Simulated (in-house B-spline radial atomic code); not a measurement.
Results of a calculation; reference values are marked as such.
**Making a Troullier-Martins s channel for Sc, r_c = 1.17 bohr**

Sc, [Ar] 3d1 4s2, non-relativistic PBE, spherical and spin-unpolarised, from a B-spline radial code for spherical atoms (atomic units). The all-electron 3s level is ε = -2.000156 hartree, its outermost node lies just inside 0.44 bohr and its outer maximum at 0.93 bohr.

Inside r_c the pseudo-orbital is u(r) = r^1 exp(p(r)), with p = c0 + c2 r² + c4 r⁴ + … + c12 r¹². The seven coefficients follow from p and its first four derivatives at r_c, from zero curvature of the screened potential at the origin, c4 = −c2²/(2l + 5), and from the norm inside r_c. At r_c the all-electron orbital has P = 0.9606694, P' = -0.7904166, the screened potential V = -2.82146, V' = 5.267171, V'' = -13.19931, and the norm inside is Q = 0.6330431.

**Question.** What are p, p' and p'' at r_c?

**Answer.** p = ln(P/r_c^1) = ln(0.9606694/1.17) = -0.19713. p' = P'/P − 1/r_c = -0.82278 − 0.85470 = -1.67748. The radial equation gives p'' = 2(V − ε) − 2(1) p'/r_c − p'² = -1.64261 − (-2.86748) − 2.81393 = -1.58906. Differentiating, p''' = 2V' + 2(1)p'/r_c² − 2(1)p''/r_c − 2p'p'' = 5.4686, and p'''' = 2V'' − 4(1)p'/r_c³ + 4(1)p''/r_c² − 2(1)p'''/r_c − 2p''² − 2p'p''' = -22.904.

For a trial c2 the five matching conditions are linear in c0, c6, c8, c10 and c12, and c2 is varied until the norm inside r_c equals Q. The root nearest zero gives:

| n | c_n |
| --- | --- |
| 0 | -0.17628 |
| 2 | 1.339687 |
| 4 | -0.3589524 |
| 6 | -2.55509 |
| 8 | 2.826987 |
| 10 | -1.209467 |
| 12 | 0.1913328 |

**Question.** Check c4 and p(r_c), and find the screened pseudopotential at the origin.

**Answer.** −c2²/5 = -0.358952, as listed. The terms c_n r_c^n are -0.17628, 1.83390, -0.67264, -6.55423, 9.92683, -5.81370, 1.25898, which sum to -0.19713. Inverting the radial equation, V_l(r) = ε + 1 p'/r + (p'' + p'²)/2, so V_l(0) = ε + (2l + 3) c2 = -2.000156 + 3 × (1.33969) = 2.0189 hartree, finite where the all-electron potential diverges.

Orbitals and screened potentials:

| r (bohr) | P | u | V all-electron | V pseudo |
| --- | --- | --- | --- | --- |
| 0.117 | -0.1408 | 0.0999 | -125.9 | 2.008 |
| 0.292 | -0.4869 | 0.2733 | -34.59 | 1.64 |
| 0.468 | 0.1689 | 0.5065 | -16.08 | -0.04661 |
| 0.644 | 0.7573 | 0.7906 | -9.093 | -3.113 |
| 0.819 | 1.032 | 1.016 | -5.883 | -5.175 |
| 0.994 | 1.063 | 1.062 | -3.995 | -4.309 |
| 1.17 | 0.9607 | 0.9607 | -2.821 | -2.821 |

Logarithmic derivatives P'/P at R = 1.47 bohr, for energies E around ε:

```json
{"E − ε (hartree)": "-0.5", "all-electron": "-0.035188", "pseudo": "-0.038086"}
{"E − ε (hartree)": "-0.25", "all-electron": "-0.568138", "pseudo": "-0.569222"}
{"E − ε (hartree)": "-0.1", "all-electron": "-0.9764", "pseudo": "-0.976618"}
{"E − ε (hartree)": "0", "all-electron": "-1.30159", "pseudo": "-1.30158"}
{"E − ε (hartree)": "0.1", "all-electron": "-1.6835", "pseudo": "-1.68383"}
{"E − ε (hartree)": "0.25", "all-electron": "-2.40468", "pseudo": "-2.40782"}
{"E − ε (hartree)": "0.5", "all-electron": "-4.3141", "pseudo": "-4.34091"}
```

**Question.** With P(R) = 0.6921901 and a norm of 0.8409984 inside R, what slope in energy does norm conservation fix?

**Answer.** d(P'/P)/dE = −2 × (norm inside R)/P(R)² = -3.5105 per hartree·bohr at E = ε, for both atoms, since orbital and norm agree at R. Differences over ±0.1 hartree give -3.5355 (all-electron) and -3.5361 (pseudo), which also hold third-order terms. Half a hartree below ε the two curves differ by -0.0029.
